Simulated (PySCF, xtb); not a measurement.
F₂Zn, SMILES [F][Zn][F] (connectivity only; charge and spin as stated), charge -1, multiplicity 2.

Harmonic wavenumbers (cm⁻¹) from GFN2-xTB (xtb) at its own minimum, in rising order: 122, 246, 282.

**Question.** What does PBE0-D3(BJ)/def2-SVPD in PySCF 2.14.0 give at its own minimum? (An estimate is asked for; the answer gives what the named calculation found.)

**Answer.** 152, 472, 499. Paired by order, the mean absolute difference is 158 cm⁻¹ and the zero-point energies are 0.9 and 1.6 kcal/mol.
